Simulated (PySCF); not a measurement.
Te(I)(iPr) (C₃H₇ITe), SMILES CC(C)[Te]I.

Geometry: B3LYP-D3(BJ)/def2-SVP. The def2 effective core potentials stand for the cores of I, Te; spin–orbit coupling is left out. Other conformers were not sampled.

Method: PySCF with HF/def2-TZVP.

The molecule is in vacuum.

Computed frontier levels, gap, dipole moment and polarisability:
```yaml
highest_occupied_level: -8.29 eV
lowest_empty_level: 0.49 eV
orbital_gap: 8.79 eV
dipole_moment: 2.96 D
quadrupole, principal values (traceless, Buckingham form, about the centre of nuclear charge): -6.11, -0.09, 6.20 D·Å
mean_static_polarisability: 108.3 bohr³ (16.06 Å³)
polarisability_principal_values: 76.2, 102.4, 146.4 bohr³
```
